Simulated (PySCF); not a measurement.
Compound: C4H8F2Si.
SMILES: `C=C([SiH3])CC(F)F`

Theory: TDDFT CAM-B3LYP/def2-SVPD, vertical, gas phase, core orbitals frozen in the response (PySCF). Isolated species at its PBE0-D3(BJ)/def2-SVP geometry (one conformer only). Torsions of this conformer, `[CH2:1]=[C:2]([SiH3:3])[CH2:4][CH:5]([F:6])[F:7]`: C1–C2–C4–C5 121°, C2–C4–C5–F6 62°.

Each state is given a Gaussian of 0.4 eV full width at half maximum, with ε(max) = 2.175×10⁸ f / Δν̃ (Δν̃ the width in cm⁻¹). The cross-section is σ = 3.8235×10⁻²¹ ε cm², given in Mb (10⁻¹⁸ cm²). The width is an assumption, not a result. The curve ends short of the highest state used, and states not computed would add to its high-energy end.

λ (nm), σ (Mb) and a bar:
```
    153.7       3.44 #
    155.1       1.88 #
    156.4       1.03 
    157.7       0.62 
    159.1       0.55 
    160.4       0.78 
    161.7       1.22 
    163.0       1.80 #
    164.4       2.49 #
    165.7       3.25 #
    167.0       4.44 ##
    168.4       7.07 ##
    169.7      11.92 ####
    171.0      20.20 #######
    172.3      32.36 ###########
    173.7      48.87 #################
    175.0      64.98 ######################
    176.3      78.59 ###########################
    177.7      87.00 ##############################
    179.0      87.24 ##############################
    180.3      80.42 ############################
    181.7      67.40 #######################
    183.0      52.91 ##################
    184.3      38.70 #############
    185.6      26.49 #########
    187.0      16.43 ######
    188.3       9.94 ###
    189.6       5.70 ##
    191.0       2.96 #
    192.3       1.54 #
    193.6       0.77 
    195.0       0.35 
    196.3       0.16 
    197.6       0.07 
    198.9       0.03 
    200.3       0.01
```

(1) Locate the maxima and give the states behind the curve.

(2) On this curve, what absorbance would a 10⁻³ mol/L sample give at 193 nm over a 1 cm path?

(3) Coming from long wavelengths, where does ε first pass 100 L mol⁻¹ cm⁻¹?

Answers

(1) 178 nm (6.95 eV), ε about 23000, made up of S2 (97%) (ε in L mol⁻¹ cm⁻¹; maxima over ε = 5, shares over 10%). At its high-energy end, 8.06 eV, the curve is still rising (ε about 850, from S5 and S7). The states used: S1 6.79 eV (f 0.017); S2 6.96 eV (f 0.331); S3 7.45 eV (f 0.010); S4 8.09 eV (f 0.0010); S5 8.22 eV (f 0.011); S6 8.43 eV (f 0.012); S7 8.44 eV (f 0.027); S8 8.46 eV (f 0.016); S9 8.63 eV (f 0.026); S10 8.66 eV (f 0.022).

(2) 193 nm is 6.424 eV, where ε is about 280 L mol⁻¹ cm⁻¹, so A = ε c l ≈ 0.28 (Beer–Lambert, with the gas-phase spectrum and the assumed width).

(3) At about 195 nm (6.36 eV), 0.43 eV below S1.

All these states lie below the vertical ionisation energy of 10.06 eV (ΔSCF).
